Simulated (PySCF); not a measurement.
Correlation energy of Br(2+) (bromine, charge +2)

[Ar] 3d10 4s2 4p3, high-spin 4S determinant. Computed with PySCF 2.14 in cc-pVTZ-PP with ECP10MDF, with a scalar-relativistic core potential. Frozen: 3s2 3p6 3d10; 5 electrons correlated.

MP2 pair energies summed by pair of shells (mhartree):

| pair | energy | share (%) |
| --- | --- | --- |
| 4s-4p | -52.99 | 66.8 |
| 4p-4p | -17.65 | 22.3 |
| 4s-4s | -8.67 | 10.9 |

Total MP2 correlation energy: -79.31 mhartree.

Same-spin part -20.77 and opposite-spin part -58.54 mhartree; SCS-MP2 scales them by 1/3 and 6/5 to -77.17 mhartree.

| level | correlation energy (mhartree) |
| --- | --- |
| CCSD | -94.26 |
| (T) | -2.34 |
| CCSD(T) | -96.60 |

Diagnostics: T1 = 0.0019, D1 = 0.0042, largest double amplitude 0.052.

Cost of the coupled-cluster step: 0.19 s of wall time on 1 thread of Intel(R) Xeon(R) 6975P-C (shared host), for 5 correlated electrons.

Iterations:

```
CC2 = 0
CCSD nocc = (np.int64(4), np.int64(1)), nmo = (30, 30)
frozen orbitals [[0, 1, 2, 3, 4, 5, 6, 7, 8], [0, 1, 2, 3, 4, 5, 6, 7, 8]]
max_cycle = 100
direct = 0
conv_tol = 1e-08
conv_tol_normt = 1e-06
diis_space = 8
diis_start_cycle = 0
Init t2, MP2 energy = -0.0793069154921847
Init E_corr(UCCSD) = -0.0793069154922517
cycle = 1  E_corr(UCCSD) = -0.0914003757483686  dE = -0.0120934603  norm(t1,t2) = 0.0310053
cycle = 2  E_corr(UCCSD) = -0.0935574052087229  dE = -0.00215702946  norm(t1,t2) = 0.00788435
cycle = 3  E_corr(UCCSD) = -0.0942784820647348  dE = -0.000721076856  norm(t1,t2) = 0.00255993
cycle = 4  E_corr(UCCSD) = -0.0942629764232321  dE = 1.55056415e-05  norm(t1,t2) = 0.000291185
cycle = 5  E_corr(UCCSD) = -0.0942625737574938  dE = 4.02665738e-07  norm(t1,t2) = 2.32995e-05
cycle = 6  E_corr(UCCSD) = -0.0942624934888162  dE = 8.02686775e-08  norm(t1,t2) = 3.44468e-06
cycle = 7  E_corr(UCCSD) = -0.0942625353726282  dE = -4.18838119e-08  norm(t1,t2) = 7.17596e-07
cycle = 8  E_corr(UCCSD) = -0.094262527541939  dE = 7.83068911e-09  norm(t1,t2) = 5.99792e-08
UCCSD converged
E(UCCSD) = -414.4472591044158  E_corr = -0.09426252754193905
UCCSD(T) correction = -0.00233581947653189
```
